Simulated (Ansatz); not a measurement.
```yaml
crystal:
  periodic: [false, false, false]
  atoms:
    - {symbol: As, position_ang: [0.519606, -1.467544, 0.338003]}
    - {symbol: In, position_ang: [0.173809, 1.069350, -0.057590]}
    - {symbol: H, position_ang: [-0.809767, -1.585764, 1.070326]}
    - {symbol: H, position_ang: [-0.098973, -1.814509, -1.008953]}
    - {symbol: H, position_ang: [0.582076, 1.742816, -1.593285]}
    - {symbol: H, position_ang: [-0.366741, 2.055651, 1.251499]}
basis:
  gaussian: {orbitals: x2c-TZVPPall, final_grid: {core_spheres: 8, valence_spheres: 7, degree: 23}}
total_charge: 3
magnetization: {spin_polarized: true, initial_magnetization: 1}
hamiltonian: {xc: {name: rPW86-PBE}, dispersion: d3bjatm}
accuracy: high
output: {forces: true}
```

```sh
$ ansatz run in.yaml --threads 2 --pin off --events-out ev --progress --plain --max-ram 4352MiB
```

Output, abridged:

```
Functional definition: rPW86-PBE
2868 factors; integrals over basis functions are off by at most 5.3e-9 eV
mean field evaluation 1: about -221613.4354 eV, gradient 4.7e1 eV
mean field evaluation 2: about -221440.4945 eV, gradient 1.4e2 eV
mean field evaluation 4: about -221633.5710 eV, gradient 1.1e1 eV
mean field evaluation 8: about -221634.6715 eV, gradient 6.4e-1 eV
mean field evaluation 16: about -221634.6714 eV, gradient 3.2e-3 eV
mean field -221634.67140946 eV, -8144.9239449216 hartree, gradient 3.9e-8 eV, S^2 1.246801; 4 other end points of the search recorded, 0 dependent functions left out
reference -221634.67142305 eV, -8144.9239454213 hartree; 42, 41 occupied and 122, 123 virtual orbitals, 2868 factors
Total energy: -221634.77465165 eV, -8144.9277390024 hartree
Relativity: scalar
Atom 0 at     0.519606    -1.467544     0.338003 Å, force    -0.273841    -1.581321     0.079905 eV/Å
Atom 1 at     0.173809     1.069350    -0.057590 Å, force     0.561633     1.271782     0.049011 eV/Å
Atom 2 at    -0.809767    -1.585764     1.070326 Å, force    -0.253174    -0.688055     0.893916 eV/Å
Atom 3 at    -0.098973    -1.814509    -1.008953 Å, force     0.295434    -0.866071    -0.711321 eV/Å
Atom 4 at     0.582076     1.742816    -1.593285 Å, force     0.428449     0.734152    -1.935762 eV/Å
Atom 5 at    -0.366741     2.055651     1.251499 Å, force    -0.758500     1.129514     1.624251 eV/Å
Dipole moment:    -0.193359     0.065161    -0.073129 e Å
```

(1) What is wrong with this run?

## Answers

(1) The charge is far from anything that the molecule holds. Self-consistency was reached. The result belongs to that input, not to the molecule as meant.
